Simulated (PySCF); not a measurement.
A species of formula C4H7B has this rotational fingerprint, computed with PySCF, PBE0-D3(BJ)/def2-SVP geometry optimisation, gas phase:

| Property | Result |
| --- | --- |
| Rotational constants | A = 8396, B = 4757, C = 3534 MHz |
| Dipole components | \|μa\| = 0.75 D, \|μb\| = 0.80 D, \|μc\| = 0.39 D |
| Inertial defect | -23.42 u·Å² |
| κ | -0.50 |

Problem. Which structure is it? (One computed conformer of each.)
A. `[BH2:1][CH2:2][C:3]#[C:4][CH3:5]` with H–B1–C2–C3 179° and -1°
B. `[BH2:1]/[CH:2]=[CH:3]/[CH:4]=[CH2:5]` with C2–C3–C4–C5 -179°
C. `CBC#CC`
D. `[BH2:1][C@@H:2]1[CH2:3][C:4]1=[CH2:5]` with H–B1–C2–C3 -175° and 8°

Solution. D. It is B[C@@H]1CC1=C, an asymmetric top, point group C1. The candidates at the same level (rigid rotor, commonest isotopes):

| SMILES | A (MHz) | B (MHz) | C (MHz) | μa (D) | μb (D) | μc (D) | Δ (u·Å²) | point group | rotor |
| --- | --- | --- | --- | --- | --- | --- | --- | --- | --- |
| CBC#CC | 25876 | 1913 | 1821 | 1.39 | 0.82 | 0.01 | -6.25 | near Cs | near-prolate asymmetric top |
| B/C=C/C=C | 28382 | 2299 | 2127 | 2.35 | 0.23 | 0.00 | -0.01 | – | near-prolate asymmetric top |
| B[C@@H]1CC1=C | 8396 | 4757 | 3534 | 0.75 | 0.80 | 0.39 | -23.42 | C1 | asymmetric top |
| BCC#CC | 23493 | 2094 | 1969 | 0.29 | 0.49 | 0.01 | -6.19 | – | near-prolate asymmetric top |

`B/C=C/C=C` has A 238 % too high; `CBC#CC` has A 208 % too high; `BCC#CC` has A 180 % too high. No structure here is proved a minimum.
